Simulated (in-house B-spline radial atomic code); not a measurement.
## Ionising Tc7+ with different functionals

Computed with a B-spline radial code for spherical atoms: four-component Dirac-Coulomb Hamiltonian, Fermi nucleus of rms radius 4.41117 fm, spin-restricted, spherical fractional occupations for the functionals. The ionisation energy is the difference of two self-consistent energies, [Ar] 3d10 4s2 4p6 → [Ar] 3d10 4s2 4p5, without Breit or QED terms; ε is the level of the shell that loses the electron (mean over j). The electron is taken from both j subshells in proportion to 2j + 1, so the result is a j average, not the step between ground levels.

Hybrids are left out here: with spherical fractional occupations of an open shell their exact exchange keeps a self-interaction that integer-occupation calculations don't have.

```json
{"method": "LDA VWN5", "rung": "LDA", "ΔSCF (eV)": "152.50", "-ε(4p) (eV)": "142.39"}
{"method": "relativistic LDA", "rung": "LDA", "ΔSCF (eV)": "?", "-ε(4p) (eV)": "?"}
{"method": "LDA PW92", "rung": "LDA", "ΔSCF (eV)": "152.49", "-ε(4p) (eV)": "142.38"}
{"method": "LDA exchange-only", "rung": "LDA", "ΔSCF (eV)": "?", "-ε(4p) (eV)": "?"}
{"method": "PBE", "rung": "GGA", "ΔSCF (eV)": "152.35", "-ε(4p) (eV)": "142.27"}
{"method": "PBEsol", "rung": "GGA", "ΔSCF (eV)": "152.33", "-ε(4p) (eV)": "142.24"}
{"method": "BLYP", "rung": "GGA", "ΔSCF (eV)": "152.13", "-ε(4p) (eV)": "142.04"}
{"method": "RPBE", "rung": "GGA", "ΔSCF (eV)": "152.33", "-ε(4p) (eV)": "142.26"}
{"method": "PW91", "rung": "GGA", "ΔSCF (eV)": "152.46", "-ε(4p) (eV)": "142.37"}
{"method": "BP86", "rung": "GGA", "ΔSCF (eV)": "152.46", "-ε(4p) (eV)": "142.38"}
{"method": "AM05", "rung": "GGA", "ΔSCF (eV)": "152.34", "-ε(4p) (eV)": "142.25"}
{"method": "OLYP", "rung": "GGA", "ΔSCF (eV)": "152.80", "-ε(4p) (eV)": "142.71"}
```

**Question.** What does LDA exchange-only give?

**Answer.** ΔSCF 150.57 eV, and -ε(4p) = 140.48 eV.

**Question.** What does relativistic LDA give?

**Answer.** ΔSCF 152.41 eV, and -ε(4p) = 142.32 eV.

**Question.** How do they compare with the NIST value?

**Answer.** NIST lists 150 eV ± 2.1 (tabulated theory, ground level to ground level). Errors run from +0.57 to +2.80 eV; all lie within about twice that uncertainty, so the table can't rank the methods.
